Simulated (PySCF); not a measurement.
## Dipole response of Ni (nickel, neutral)

[Ar] 3d8 4s1 4p1, one real determinant (an excited configuration). Calculation: PySCF 2.14, in def2-QZVPPD; the non-relativistic Hamiltonian (point nucleus). Coupled (time-dependent) response in atomic units; α is the mean over directions.

```
method  mean α (bohr³)         α xx, yy, zz  C₆ (like pair)  S(−4)
  PBE0           68.83  54.30, 97.89, 54.30           627.5   2932
```

S(−4) is the Cauchy moment in α(ω) = α(0) + S(−4) ω² + …

α(iu) at PBE0:

```csv
u (hartree),α(iu) (bohr³)
0,68.83
0.0500,62.44
0.100,49.97
0.200,29.76
0.300,18.80
0.500,9.546
0.750,5.475
1.00,3.720
1.50,2.186
2.00,1.504
3.00,0.8761
5.00,0.4210
```

A single London oscillator, α(iu) = α/(1 + u²/ω²), gives C₆ = (3/4) ω α². Matching the computed C₆ needs ω = 4 × 627.5 / (3 × 68.83²) = 0.177 hartree.

The components differ because the open shell of this determinant is not spherical; for a pure term their mean is the scalar polarisability.

⟨L²⟩ = 14.02 against 20 for a pure G term, so this real determinant mixes terms.
